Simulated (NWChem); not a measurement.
System: SiH$_{4}$S; SMILES S[SiH3]

Input file for NWChem:

```
start job
memory heap 200 mb stack 900 mb global 1100 mb
geometry units angstroms noautosym nocenter noautoz
  Si     0.003674     0.991361    -0.000256
  S      0.077870    -1.144350    -0.001017
  H     -0.679957     1.513732     1.210066
  H      1.421919     1.422657    -0.006134
  H     -0.690252     1.513781    -1.204674
  H     -1.256739    -1.300457     0.001458
end
basis spherical
  * library pcj-1
end
dft
  odft
  mult 1
  xc hfexch
  iterations 150
end
property
  spinspin 3 1 4 1 5 4 5
end
task dft property
```

Output (shortened):

```
             Northwest Computational Chemistry Package (NWChem) 7.3.0
             --------------------------------------------------------

                             Geometry "geometry" -> ""
                             -------------------------

 Output coordinates in angstroms (scale by  1.889725989 to convert to a.u.)

  No.       Tag          Charge          X              Y              Z
 ---- ---------------- ---------- -------------- -------------- --------------
    1 Si                  14.0000     0.00367400     0.99136100    -0.00025600
    2 S                   16.0000     0.07787000    -1.14435000    -0.00101700
    3 H                    1.0000    -0.67995700     1.51373200     1.21006600
    4 H                    1.0000     1.42191900     1.42265700    -0.00613400
    5 H                    1.0000    -0.69025200     1.51378100    -1.20467400
    6 H                    1.0000    -1.25673900    -1.30045700     0.00145800

 Effective nuclear repulsion energy (a.u.)      89.2443220958

  xc_inp: hfexch multiplicative factor not found.
                              NWChem Property Module
                              ----------------------

  itol2e modified to match energy
  convergence criterion.

                                 NWChem DFT Module
                                 -----------------

 Summary of "ao basis" -> "ao basis" (spherical)
 ------------------------------------------------------------------------------
       Tag                 Description            Shells   Functions and Types
 ---------------- ------------------------------  ------  ---------------------
 Si                          pcj-1                  13       31   6s5p2d
 S                           pcj-1                  13       31   6s5p2d
 H                           pcj-1                   6       10   4s2p

  itol2e modified to match energy
  convergence criterion.

            General Information
            -------------------
          SCF calculation type: DFT
          Wavefunction type:  spin polarized.
          No. of atoms     :     6
          No. of electrons :    34
           Alpha electrons :    17
            Beta electrons :    17
          Charge           :     0
          Spin multiplicity:     1
          Use of symmetry is: off; symmetry adaption is: off
          Maximum number of iterations: 150
          AO basis - number of functions:   102
                     number of shells:    50
          Convergence on energy requested:  1.00D-07
          Convergence on density requested:  1.00D-05
          Convergence on gradient requested:  5.00D-04

              XC Information
              --------------
                     Hartree-Fock (Exact) Exchange  1.000

      Superposition of Atomic Density Guess
      -------------------------------------

 Sum of atomic energies:        -687.90614735

      Non-variational initial energy
      ------------------------------

 Total energy =    -688.452576
 1-e energy   =   -1128.689262
 2-e energy   =     350.992364
 HOMO         =      -0.314600
 LUMO         =       0.052916

[...]

      -----------------------------------
      Indirect Spin-Spin Coupling Tensors
      -----------------------------------

      ---------------------------------------------------
      Calculating Fermi-Contact and Spin-Dipole Responses
      ---------------------------------------------------

                                NWChem CPHF Module
                                ------------------

  scftype          =     UHF
  nalpha           =       17
  nbeta            =       17
  variables        =     2890
  # of vectors     =       26
  tolerance        = 0.10D-03
  level shift      = 0.00D+00
  max iterations   =       50
  max subspace     =      260

 SCF residual:    2.9773824503207175E-005

Iterative solution of linear equations
  No. of variables     2890
  No. of equations       26
  Maximum subspace      260
        Iterations       50
       Convergence  1.0D-04

   iter   nsub   residual    time
   ----  ------  --------  ---------
     1     26    1.57D+02       6.1
     2     52    1.11D+01       9.1
     3     78    2.77D+00      12.2
     4    104    4.49D-01      15.1
     5    130    7.58D-02      18.0
     6    156    6.96D-03      21.0
     7    182    7.51D-04      24.0
     8    208    5.21D-05      26.9

      ----------------------------------------------
      Calculating Paramagnetic Spin-Orbit Responses
      ----------------------------------------------

                                NWChem CPHF Module
                                ------------------

  scftype          =     UHF
  nalpha           =       17
  nbeta            =       17
  variables        =     2890
  # of vectors     =        6
  tolerance        = 0.10D-03
  level shift      = 0.00D+00
  max iterations   =       50
  max subspace     =       60

 SCF residual:    2.9773824503207175E-005

Iterative solution of linear equations
  No. of variables     2890
  No. of equations        6
  Maximum subspace       60
        Iterations       50
       Convergence  1.0D-04

   iter   nsub   residual    time
   ----  ------  --------  ---------
     1      6    3.64D+01      28.9
     2     12    4.88D+00      30.6
     3     18    8.00D-01      32.3
     4     24    2.47D-02      34.0
     5     30    3.33D-03      35.7
     6     36    4.78D-04      37.4
     7     42    9.14D-05      39.0

      ----------------------------------
      Indirect Spin-Spin Tensors (in Hz)
      ----------------------------------

      -------------------------------------------------
      Atom    1:  29-Si and Atom    4:   1-H

      Respective Nuclear g-factors: ******** & 5.585689
      -------------------------------------------------

      Fermi Contact (FC) Term (Hz):
   -265.4773     -0.0000     -0.0000
     -0.0000   -265.4773     -0.0000
     -0.0000     -0.0000   -265.4773
        Isotropic =    -265.4773

      Spin-Dipole   (SD) Term (Hz):
      0.4933      0.1497     -0.0026
      0.2349     -0.0767     -0.0009
     -0.0026     -0.0005     -0.1192
        Isotropic =       0.0991

      FC - SD  Cross Term (Hz):
    -10.4127     -3.3112      0.0661
     -3.3112      4.6910      0.0151
      0.0661      0.0151      5.7217
        Isotropic =      -0.0000

      Paramagnetic Spin-Orbit Term (Hz):
      4.9256      2.0583     -0.0268
      1.9017     -1.3991     -0.0075
     -0.0272     -0.0082     -1.5546
        Isotropic =       0.6573

      Diamagnetic Spin-Orbit Term (Hz):
    -11.7204     -5.3688      0.0749
     -5.5115      4.8925      0.0229
      0.0749      0.0223      6.3519
        Isotropic =      -0.1587

      Total Spin-Spin Coupling Tensor (Hz):
   -282.1914     -6.4720      0.1116
     -6.6861   -257.3696      0.0296
      0.1112      0.0287   -255.0775

      Isotropic Spin-Spin Coupling =    -264.8795 Hz

      -------------------------------------------------
      Atom    1:  29-Si and Atom    5:   1-H

      Respective Nuclear g-factors: ******** & 5.585689
      -------------------------------------------------

      Fermi Contact (FC) Term (Hz):
   -267.4674     -0.0000     -0.0000
     -0.0000   -267.4674     -0.0000
     -0.0000     -0.0000   -267.4674
        Isotropic =    -267.4674

      Spin-Dipole   (SD) Term (Hz):
      0.0209     -0.0885      0.2135
     -0.1659     -0.0705     -0.2277
      0.2234     -0.1020      0.2886
        Isotropic =       0.0797

      FC - SD  Cross Term (Hz):
     -0.1680     -0.1214     -7.7075
     -0.1214      6.8699      0.0135
     -7.7075      0.0135     -6.7019
        Isotropic =      -0.0000

      Paramagnetic Spin-Orbit Term (Hz):
      0.0734     -1.2714      2.6038
     -1.1500     -1.1588     -1.9365
      2.6685     -2.1824      3.1628
        Isotropic =       0.6925

      Diamagnetic Spin-Orbit Term (Hz):
      2.0437      3.1646     -7.4413
      3.2257      4.0894      5.6112
     -7.4415      5.5054     -6.5906
        Isotropic =      -0.1525

      Total Spin-Spin Coupling Tensor (Hz):
   -265.4974      1.6833    -12.3315
      1.7884   -257.7374      3.4605
    -12.2572      3.2344   -277.3085

      Isotropic Spin-Spin Coupling =    -266.8478 Hz

      -------------------------------------------------
      Atom    4:   1-H  and Atom    5:   1-H

      Respective Nuclear g-factors: 5.585689 & 5.585689
      -------------------------------------------------

      Fermi Contact (FC) Term (Hz):
      1.5142      0.0000      0.0000
      0.0000      1.5142      0.0000
      0.0000      0.0000      1.5142
        Isotropic =       1.5142

      Spin-Dipole   (SD) Term (Hz):
      0.0124     -0.0259      0.0351
      0.0484      0.0606      0.0031
     -0.1016     -0.0322      0.0496
        Isotropic =       0.0409

      FC - SD  Cross Term (Hz):
     -0.1252      0.9487     -0.9422
      0.9487     -0.6983     -1.7058
     -0.9422     -1.7058      0.8235
        Isotropic =       0.0000

[...]
```

Level: Hartree-Fock/pcJ-1. Coordinates come from a PBE0-D3(BJ)/def2-TZVP optimisation. Hartree-Fock couplings suffer from near triplet instabilities.
